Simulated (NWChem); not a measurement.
System: CH$_{4}$AlFS; SMILES [CH3][Al]([F])[SH]

The following NWChem deck was run.

```
start job
memory heap 200 mb stack 900 mb global 1100 mb
geometry units angstroms noautosym
  Al    -0.069467     0.430769     0.003828
  F     -1.612879     1.060062    -0.018682
  C      1.478502     1.598367     0.003607
  H      1.931674     1.635582    -1.050543
  H      2.288426     1.214378     0.718489
  H      1.180094     2.656433     0.306496
  S      0.008818    -1.748705     0.007023
  H      1.361106    -1.770654     0.030036
end
basis spherical
  * library def2-svp
end
dft
  xc pbe0
  grid fine
  iterations 150
end
driver
  maxiter 120
  tight
end
task dft optimize
task dft freq
```

Parts of the log:

```
             Northwest Computational Chemistry Package (NWChem) 7.3.0
             --------------------------------------------------------

                             Geometry "geometry" -> ""
                             -------------------------

 Output coordinates in angstroms (scale by  1.889725989 to convert to a.u.)

  No.       Tag          Charge          X              Y              Z
 ---- ---------------- ---------- -------------- -------------- --------------
    1 Al                  13.0000    -0.07685071     0.42061867     0.00340896
    2 F                    9.0000    -1.62026271     1.04991167    -0.01910104
    3 C                    6.0000     1.47111829     1.58821667     0.00318796
    4 H                    1.0000     1.92429029     1.62543167    -1.05096204
    5 H                    1.0000     2.28104229     1.20422767     0.71806996
    6 H                    1.0000     1.17271029     2.64628267     0.30607696
    7 S                   16.0000     0.00143429    -1.75885533     0.00660396
    8 H                    1.0000     1.35372229    -1.78080433     0.02961696

 Effective nuclear repulsion energy (a.u.)     194.1287896652

                                Z-matrix (autoz)
                                --------

 Units are Angstrom for bonds and degrees for angles

      Type          Name      I     J     K     L     M      Value
      ----------- --------  ----- ----- ----- ----- ----- ----------
    1 Stretch                  1     2                       1.66692
    2 Stretch                  1     3                       1.93894
    3 Stretch                  1     7                       2.18088
    4 Stretch                  3     4                       1.14803
    5 Stretch                  3     5                       1.14651
    6 Stretch                  3     6                       1.14030
    7 Stretch                  7     8                       1.35266
    8 Bend                     1     3     4               109.55837
    9 Bend                     1     3     5               111.23702
   10 Bend                     1     3     6               110.47511
   11 Bend                     1     7     8                92.98802
   12 Bend                     2     1     3               120.78824
   13 Bend                     2     1     7               114.23812
   14 Bend                     3     1     7               124.96926
   15 Bend                     4     3     5               107.73065
   16 Bend                     4     3     6               108.48887
   17 Bend                     5     3     6               109.26935
   18 Torsion                  2     1     3     4        -102.08624
   19 Torsion                  2     1     3     5         138.91440
   20 Torsion                  2     1     3     6          17.37835
   21 Torsion                  2     1     7     8        -179.83898
   22 Torsion                  3     1     7     8           0.92104
   23 Torsion                  4     3     1     7          77.10704
   24 Torsion                  5     3     1     7         -41.89231
   25 Torsion                  6     3     1     7        -163.42837

                           NWChem Geometry Optimization
                           ----------------------------

 maximum gradient threshold         (gmax) =   0.000015
 rms gradient threshold             (grms) =   0.000010
 maximum cartesian step threshold   (xmax) =   0.000060
 rms cartesian step threshold       (xrms) =   0.000040
 fixed trust radius                (trust) =   0.300000
 source of zmatrix                         =   autoz

          -------------------
          Energy Minimization
          -------------------

 Using diagonal initial Hessian
 Scaling for Hessian diagonals: bonds = 1.00  angles = 0.25  torsions = 0.10

          --------
          Step   0

[...]

      ----------------------
      Optimization converged
      ----------------------

  Step       Energy      Delta E   Gmax     Grms     Xrms     Xmax
  ---- ---------------- -------- -------- -------- -------- --------
@   30    -780.39865748 -2.9D-10  0.00000  0.00000  0.00002  0.00004
                                     ok       ok       ok       ok

                                Z-matrix (autoz)
                                --------

 Units are Angstrom for bonds and degrees for angles

      Type          Name      I     J     K     L     M      Value     Gradient
      ----------- --------  ----- ----- ----- ----- ----- ---------- ----------
    1 Stretch                  1     2                       1.66710   -0.00000
    2 Stretch                  1     3                       1.93764    0.00000
    3 Stretch                  1     7                       2.18039    0.00000
    4 Stretch                  3     4                       1.10259    0.00000
    5 Stretch                  3     5                       1.10051   -0.00000
    6 Stretch                  3     6                       1.10259    0.00000
    7 Stretch                  7     8                       1.35216    0.00000
    8 Bend                     1     3     4               110.18406   -0.00000
    9 Bend                     1     3     5               113.38743    0.00000
   10 Bend                     1     3     6               110.18524   -0.00000
   11 Bend                     1     7     8                93.08522   -0.00000
   12 Bend                     2     1     3               119.75178   -0.00000
   13 Bend                     2     1     7               114.18817    0.00000
   14 Bend                     3     1     7               126.06005   -0.00000
   15 Bend                     4     3     5               107.99840    0.00000
   16 Bend                     4     3     6               106.84077   -0.00000
   17 Bend                     5     3     6               107.99984    0.00000
   18 Torsion                  2     1     3     4         -58.86079    0.00000
   19 Torsion                  2     1     3     5         179.96379   -0.00000
   20 Torsion                  2     1     3     6          58.78567   -0.00000
   21 Torsion                  2     1     7     8         180.00000   -0.00000
   22 Torsion                  3     1     7     8           0.00190    0.00000
   23 Torsion                  4     3     1     7         121.13718    0.00000
   24 Torsion                  5     3     1     7          -0.03823   -0.00000
   25 Torsion                  6     3     1     7        -121.21636   -0.00000

                         Geometry "geometry" -> "geometry"
                         ---------------------------------

 Output coordinates in angstroms (scale by  1.889725989 to convert to a.u.)

[...]

 Rotational Constants
 --------------------
 A=   0.192150 cm-1  (  0.276455 K)
 B=   0.097855 cm-1  (  0.140788 K)
 C=   0.065634 cm-1  (  0.094431 K)

 Temperature                      =   298.15K
 frequency scaling parameter      =   1.0000

 Zero-Point correction to Energy  =   30.018 kcal/mol  (  0.047837 au)
 Thermal correction to Energy     =   34.255 kcal/mol  (  0.054589 au)
 Thermal correction to Enthalpy   =   34.847 kcal/mol  (  0.055533 au)

 Total Entropy                    =   82.056 cal/mol-K
   - Translational                =   39.515 cal/mol-K (mol. weight =  93.9833)
   - Rotational                   =   26.660 cal/mol-K (symmetry #  =        1)
   - Vibrational                  =   15.880 cal/mol-K

 Cv (constant volume heat capacity) =   21.107 cal/mol-K
   - Translational                  =    2.979 cal/mol-K
   - Rotational                     =    2.979 cal/mol-K
   - Vibrational                    =   15.148 cal/mol-K

[normal modes left out]

 ----------------------------------------------------------------------------
 Normal Eigenvalue ||           Projected Infra Red Intensities
  Mode   [cm**-1]  || [atomic units] [(debye/angs)**2] [(KM/mol)] [arbitrary]
 ------ ---------- || -------------- ----------------- ---------- -----------
    1       -0.000 ||    0.000040           0.001         0.039       0.019
    2        0.000 ||    0.001216           0.028         1.185       0.589
    3        0.000 ||    0.000019           0.000         0.019       0.009
    4        0.000 ||    0.000825           0.019         0.804       0.399
    5        0.000 ||    0.000491           0.011         0.479       0.238
    6        0.000 ||    0.002639           0.061         2.572       1.278
    7       46.106 ||    0.000003           0.000         0.003       0.002
    8      150.918 ||    0.005180           0.120         5.050       2.509
    9      200.117 ||    0.017894           0.413        17.444       8.668
   10      209.191 ||    0.038153           0.880        37.193      18.482
   11      263.426 ||    0.003443           0.079         3.357       1.668
   12      449.958 ||    0.016916           0.390        16.491       8.195
   13      616.317 ||    0.008346           0.193         8.136       4.043
   14      649.490 ||    0.055191           1.273        53.803      26.735
   15      694.166 ||    0.016470           0.380        16.055       7.978
   16      702.608 ||    0.156405           3.608       152.471      75.765
   17      883.622 ||    0.133765           3.086       130.401      64.798
   18     1215.894 ||    0.028151           0.649        27.443      13.637
   19     1419.606 ||    0.003698           0.085         3.605       1.792
   20     1421.208 ||    0.002691           0.062         2.624       1.304
   21     2712.565 ||    0.000722           0.017         0.703       0.350
   22     3053.237 ||    0.000633           0.015         0.618       0.307
   23     3150.990 ||    0.000627           0.014         0.612       0.304
   24     3168.522 ||    0.001923           0.044         1.875       0.932
 ----------------------------------------------------------------------------
```

Level: PBE0/def2-SVP.
